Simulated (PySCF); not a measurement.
## How methods differ on the excitation energy of Ni+

Ni+ [Ar] 3d9 (2D) → Ni+ [Ar] 3d8 4p1 (high-spin determinant), as a difference of total energies. Computed with PySCF 2.14 in x2c-TZVPPall (6s5p4d2f1g, 64 functions), with the spin-free X2C one-electron Hamiltonian (Gaussian nucleus). Correlated levels: valence: [Ar] frozen. The calculations carry no spin-orbit coupling.

```json
{"method": "UHF", "excitation energy (cm⁻¹)": "33978"}
{"method": "MP2 (valence)", "excitation energy (cm⁻¹)": "55900"}
{"method": "SCS-MP2 (valence)", "excitation energy (cm⁻¹)": "54508"}
{"method": "CCSD (valence)", "excitation energy (cm⁻¹)": "49675"}
{"method": "CCSD(T) (valence)", "excitation energy (cm⁻¹)": "50670"}
```

A first-order spin-orbit estimate (lowest level to lowest level, LS coupling) adds -0.022 eV.

The basis was made for the ground configuration and has no added diffuse functions, so the excitation energy can come out too high.

The determinant of the upper state mixes LS terms, which raises its energy above the lowest term, most at the Hartree-Fock and MP2 levels.
